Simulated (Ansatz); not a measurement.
Consider the hydrogenolysis of the Si–Ge bond: `ClB1C[SiH]1[GeH3]` + H₂ → `ClB1C[SiH2]1` + GeH₄.

Computed with Ansatz on PBE0-D4/def2-TZVP structures; ΔE is electronic, products minus reactants. CBS: MP2 limit from def2 TZ/QZ plus the TZ coupled-cluster correction, frozen cores. This one scheme is used for every species. Functionals use def2-TZVPP. For Ge outer-core shells are correlated without core-valence functions, which leaves a few kJ/mol of doubt a bond. Scalar relativity is left out up to krypton.

(1) Is it downhill or uphill in electronic energy at CCSD(T)/CBS, and by how much? (Estimate.)

(2) What do these levels give: PBE, r2SCAN, PBE0, HF/def2-QZVPP, MP2/def2-QZVPP, MP2/CBS(def2)? (Estimate.)

Largest T1 diagnostic among the species: 0.013.

Answers

(1) Ansatz gave: Uphill: ΔE = +8.9 kJ/mol.

(2) The calculation gave: PBE 10.3, r2SCAN 9.5, PBE0 5.5, HF/def2-QZVPP -25.8, MP2/def2-QZVPP 12.0, MP2/CBS(def2) 13.9 kJ/mol.

In def2-TZVPP, CCSD(T) changes the Hartree–Fock value by +30.0 kJ/mol (the triples alone add +5.8 kJ/mol) and MP2 by +35.0 kJ/mol. From PBE to PBE0 (25 % exact exchange), in def2-TZVPP and without D4, ΔE moves by −4.8 kJ/mol.
